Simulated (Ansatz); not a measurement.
`C[B](C)[AlH2]` + H₂ → `C[BH][AlH2]` + CH₄ at 500 K and 1 bar (hydrogenolysis of a B–C bond).

Computed with Ansatz on PBE0-D4/def2-TZVP structures; ΔE is electronic, products minus reactants. CCSD(T)/CBS is the MP2 limit (def2-TZVPP, def2-QZVPP) plus CCSD(T) − MP2 in def2-TZVPP, frozen cores. This one scheme is used for every species.

```tsv
species	CCSD(T)/CBS energy (Eh)	H − E (kJ/mol)	S (J/(mol·K))
`C[B](C)[AlH2]`	-347.69710	284.2	415.2
H₂	-1.17544	41.0	145.5
`C[BH][AlH2]`	-308.41859	199.0	364.4
CH₄	-40.46206	135.6	206.8
```

H − E and S are ideal-gas, rigid-rotor, harmonic terms from PBE0-D4/def2-TZVP, for one conformer and one mirror image of each species. For small species the MP2-based limit differs from directly extrapolated CCSD(T) by up to some mEh (0.8 for H₂); such offsets cancel only in part. 1 Eh = 2625.50 kJ/mol, R = 8.31446 J/(mol·K).

Problem. By hand: ΔE, ΔH, ΔS and ΔG.

Solution. ΔE = (-308.41859) + (-40.46206) − (-347.69710) − (-1.17544) = -0.00811 Eh = -21.3 kJ/mol. Δ(H − E) = 199.0 + 135.6 − 284.2 − 41.0 = 9.4, so ΔH = -11.9 kJ/mol. ΔS = 364.4 + 206.8 − 415.2 − 145.5 = 10.5 J/(mol·K). ΔG = -11.9 − 500 × (10.5)/1000 = -17.1 kJ/mol.

Problem. By hand: the equilibrium constant, and the temperature at which ΔG would vanish if ΔH and ΔS stayed fixed.

Solution. log₁₀ K = −ΔG/(RT ln 10) = 1.8. ΔH and −TΔS have one sign here, so there is no such temperature.

TΔS isn't small against ΔH here. A doubt of 5 kJ/mol in ΔE shifts log₁₀ K by 0.5 here. Other conformers and mirror images would add mixing entropy, several J/(mol·K) or more a flexible species. These are equilibria of isolated gas molecules and say nothing of rates. Largest T1 diagnostic: 0.011 (customary marks: 0.02 for closed shells, 0.045 for open ones).

ΔS is within the doubt of such terms, so its sign, and with it that verdict, could turn.
